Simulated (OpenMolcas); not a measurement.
# S⁺: effect of the active space

```
Program             : OpenMolcas 26.06
Method              : CASSCF or its RAS form
Basis               : ANO-R3
Scalar Hamiltonian  : X2C, finite nucleus
Spin-orbit coupling : RASSI with atomic mean-field integrals over the reference wave functions, term energies averaged over their components
```

A. 3 electrons in 3 orbitals (3p); 2S+1 = 4 odd, 1 root; 2S+1 = 2 odd, 8 roots; cost of the order of 3 core-seconds
B. 5 electrons in 4 orbitals (3s 3p); 2S+1 = 4 odd, 1 root; 2S+1 = 2 odd, 8 roots; 2S+1 = 4 even, 3 roots; 2S+1 = 2 even, 9 roots; cost of the order of 13 core-seconds
C. 3 electrons in 9 orbitals (RAS2 3p; RAS3 3d 4s, at most 1 electron); 2S+1 = 4 odd, 1 root; 2S+1 = 2 odd, 8 roots; 2S+1 = 4 even, 18 roots; 2S+1 = 2 even, 54 roots; cost of the order of 40 core-seconds

Energies in cm⁻¹ above 3s² 3p³ ⁴S°_3/2, the measured ground level; measured values from NIST Handbook of Basic Atomic Spectroscopic Data.

```tsv
Level	A	B	C	Measured
3s² 3p³ ⁴S°_3/2	0.0	0.0	0.0	0.0
3s² 3p³ ²D°_3/2	19239	19217	19239	14853
3s² 3p³ ²D°_5/2	19257	19250	19257	14885
3s² 3p³ ²P°_1/2	31918	26259	31918	24525
3s² 3p³ ²P°_3/2	31942	26281	31942	24572
```

Deviations, from unrounded energies. A percentage is the sum of absolute deviations over the sum of measured energies, with the sign that they share, or ± where signs differ.

| Against measurement | Levels | A | B | C |
| --- | --- | --- | --- | --- |
| mean absolute deviation (cm-1) | 4 | 5900 | 3000 | 5900 |
| other terms of the ground configuration (%) | 4 | +29.8 | +15.4 | +29.8 |

B lies closest to measurement on these levels and C furthest from it. The largest miss of B in the table is 3s² 3p³ ²D°_5/2, by +4400 cm-1. The ranking rests on the paired levels alone, and a cruder setting can come out closer through cancelling errors.

Among A to C the level of the table that moves most is 3s² 3p³ ²P°_3/2, by 5700 cm-1 (lowest in B, highest in C).

Without dynamic correlation excited terms often stand tens of per cent too high (terms of higher spin than the ground term too low), and those without a measured partner can miss by more than the paired ones. With the s shell closed, the reference lacks s² → p² mixing (holds for A; C). Measured partners are found by configuration, term and J. A level has none where our copy of the source lacks it or the pairing is in doubt (some pairs that miss far off the trend of their configuration count as doubtful), and it then counts in no deviation. Levels of configurations outside the active space are missing. The table leaves out levels that lie high or whose names do not pair safely across all columns.

° marks odd parity.
